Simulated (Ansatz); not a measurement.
This geometry of CH5BS2 (9 atoms, charge 0, multiplicity 1) is a first-order saddle point.

These are results of UKS PBE0/cc-pVDZ in Ansatz 0.2.0, not measurements.

```xyz
9
Properties=species:S:1:pos:R:3
B -0.397 -0.296 -0.144
S 0.722 0.753 -1.600
S -1.870 -0.673 -0.947
H -0.627 0.343 -2.038
C 0.323 -0.490 1.221
H 0.319 1.983 -1.192
H 1.262 -1.056 1.098
H -0.325 -1.040 1.919
H 0.593 0.474 1.683
```

(1) Which two structures does it join? (They come from a converged band through this point; their orientation in space is the band's.)

(2) How far does it lie above each of them?

## Answers

(1) Bonds broken: B1–S2, S3–H4. Bonds formed: S2–H4. CH5BS2 becomes CH3BS + H2S.

Initial state:

```xyz
9
Properties=species:S:1:pos:R:3
B -0.046 0.056 -0.161
S 1.111 1.224 -0.923
S -1.611 -0.483 -0.887
H -1.587 0.227 -2.041
C 0.341 -0.530 1.246
H 0.432 1.499 -2.062
H 1.351 -0.972 1.227
H -0.360 -1.298 1.604
H 0.370 0.277 1.998
```

Final state:

```xyz
9
Properties=species:S:1:pos:R:3
B -0.973 -0.752 0.391
S 1.104 1.285 -1.999
S -2.242 -0.873 -0.617
H 0.016 0.495 -2.184
C 0.213 -0.650 1.349
H 0.334 2.358 -1.701
H 1.095 -1.152 0.923
H -0.025 -1.117 2.318
H 0.477 0.406 1.520
```

(2) 40.9 kcal/mol above the first and 14.5 kcal/mol above the second. This is the barrier of this one path; another mechanism may lie lower. The orbitals stay closed-shell, which can raise the energy where a bond breaks towards radicals; this wasn't checked here.

Time of the run: 4.2 min on 2 threads of Arm Neoverse V1, with other jobs on the host, peak memory 0.26 GiB.
